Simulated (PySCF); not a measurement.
Correlation energy of Tc²⁺ (technetium, charge +2)

[Kr] 4d4 5s1, high-spin 6D determinant (an excited configuration). Computed with PySCF 2.14 in aug-cc-pVTZ-PP with ECP28MDF, with a scalar-relativistic core potential. Frozen: 4s2 4p6; 5 electrons correlated.

```tsv
level	correlation energy (mhartree)
CCSD	-60.64
(T)	-0.86
CCSD(T)	-61.50
```

Diagnostics: T1 = 0.0042, D1 = 0.0131, largest double amplitude 0.020.

Cost of the coupled-cluster step: 12 s of wall time on 1 thread of Neoverse-V1 (shared host), for 5 correlated electrons.
